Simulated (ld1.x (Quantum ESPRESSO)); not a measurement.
## Configuration tests for beryllium (Be) (TM)

beryllium (Be), norm-conserving Troullier–Martins (Kleinman–Bylander form), made with ld1.x (Quantum ESPRESSO) 7.5 (LDA (PZ), scalar-relativistic). Core [He], reference 2s2 2p0. Waves: 2s (bound): rc 2.20 bohr; 2p (bound, empty): rc 4.20 bohr; 3d channel at 0.25 Ry: rc 4.55 bohr. Local part: all-electron potential smoothed inside 4.05 bohr (lloc = -1). Core correction: Bessel-smoothed model core inside 2.10 bohr.

Energies are relative to the spin-unpolarised reference configuration 2s2 2p0; without spin polarisation the order of configurations can differ from experiment. Spin-polarised rows fill each open shell by Hund’s rule, majority spin first.

```tsv
valence configuration	charge	ΔE all-electron (eV)	error AE − PS (meV)
2s1.5 2p0	+0.5	3.752	+8.6
2s1 2p1	0	3.519	-18
2s0 2p1	+1	13.334	-169
2s0 2p2	0	7.071	-70
2s1 2p0 (spin-polarised)	+1	9.044	+80
2s1.5 2p0 (spin-polarised)	+0.5	3.671	+14
```

Problem. What are ΔE and the potential's error for 2s1 2p0?

Solution. ΔE = 9.520 eV all-electron; the error (AE − PS) is +38 meV.
